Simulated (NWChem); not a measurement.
Lowest excitation of H4Ge

```xyz
5

Ge     0.0000     0.0000     0.0000
H      0.0000    -1.2642     0.8939
H      0.0000     1.2642     0.8939
H     -1.2642     0.0000    -0.8939
H      1.2642     0.0000    -0.8939
```
Charge 0, spin multiplicity 1.

All runs are NWChem calculations. All single points use one geometry, from PBE/def2-SVP, a minimum by its harmonic frequencies.

Basis set: def2-SVPD.

| method | lowest vertical singlet excitation energy (eV) | relative cost | difference from EOM-CCSD |
|---|---|---|---|
| CIS | 9.79 | 1 | +0.61 |
| TDA-PBE0 | 8.65 | under 3 | -0.53 |
| TD-PBE | 8.02 | under 3 | -1.16 |
| EOM-CCSD | 9.18 | under 3 | 0.00 |
| TD-B3LYP | 8.40 | under 3 | -0.78 |

The values span 1.77 eV, from TD-PBE (lowest) to CIS (highest). The cost column gives rough processor time relative to CIS; each entry includes its own SCF.

The Hamiltonian is non-relativistic. The correlated methods keep 9 core orbitals frozen. B3LYP has NWChem's definition, with VWN1-RPA local correlation. The structure started from a generated list of species. Differences from the coupled-cluster row are differences between methods, not errors against experiment.
